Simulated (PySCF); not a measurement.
H4PSi, SMILES [SiH3][PH], multiplicity 2.

Coordinates come from a PBE-D3(BJ)/def2-TZVP optimisation. The isomer is the one that the SMILES or the coordinates give; other isomers of the formula were not compared.

All values below come from TDA-PBE/def2-TZVPD (PySCF).

Vertical excitations. The molecule is in vacuum.

```csv
state,energy (eV),λ (nm),f,main pairs
root 1,2.29,541,0.001,β HOMO→LUMO 99 %
root 2,3.62,342,0.000,β HOMO−1→LUMO 99 %
root 3,4.33,286,0.021,β HOMO−2→LUMO 97 %
root 4,4.58,271,0.005,β HOMO−3→LUMO 97 %
root 5,5.20,238,0.000,α HOMO→LUMO 97 %
root 6,5.29,235,0.016,α HOMO→LUMO+1 98 %
root 7,5.60,221,0.000,"α HOMO−1→LUMO 33 %, β HOMO→LUMO+1 55 %"
root 8,5.98,207,0.002,"α HOMO−1→LUMO+1 33 %, α HOMO→LUMO+2 11 %, β HOMO→LUMO+2 50 %"
root 9,6.02,206,0.002,"α HOMO→LUMO+2 75 %, α HOMO−1→LUMO 13 %, β HOMO→LUMO+2 9 %"
root 10,6.03,206,0.001,α HOMO→LUMO+3 99 %
```
Unrestricted roots are not spin-pure.
